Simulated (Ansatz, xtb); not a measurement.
# Ranking isomers of C2H5F3Si

3 gas-phase structures of C2H5F3Si, found in a search over its isomers (lower ones may exist). Each was relaxed with GFN2-xTB; where two conformers were screened, the lower at r2SCAN-D4/def2-SVP is listed:

A. `FCC[SiH](F)F`, a singlet
B. `CC[Si](F)(F)F`, a singlet
C. `C[C@H](F)[SiH](F)F`, a singlet

Estimate their order in r2SCAN-D4/def2-SVP energy at these geometries, lowest first.

Calculated order at r2SCAN-D4/def2-SVP: B (0.0), A (217.9), C (238.3) kJ/mol.

Energies above the lowest of each column, in kJ/mol; the last columns are at PBE0-D3(BJ)/def2-SVP geometries and were run for some of them only (a dash: not run or not comparable):

| structure | GFN2-xTB | HF/STO-3G | r2SCAN-D4/def2-SVP | PBE0-D3(BJ)/def2-SVP | CCSD(T)/def2-SVP + ΔMP2/def2-TZVPP |
| --- | --- | --- | --- | --- | --- |
| B | 0.0 | 0.0 | 0.0 | 0.0 | 0.0 |
| A | 137.8 | 113.7 | 217.9 | 210.2 | 238.2 |
| C | 151.3 | 125.7 | 238.3 | – | – |

Every level run on B puts it lowest or level with the lowest. Flexible structures stand in one conformer each, not always the lowest. Frequencies (PBE0-D3(BJ)/def2-SVP) were run for A, B alone. The ΔMP2 step shifts differences by up to 20.1 kJ/mol, which makes them less sure. ΔMP2 is the change of the MP2 energy from the smaller to the larger basis.

Programs: Ansatz 0.2.0, xtb 6.7.1.
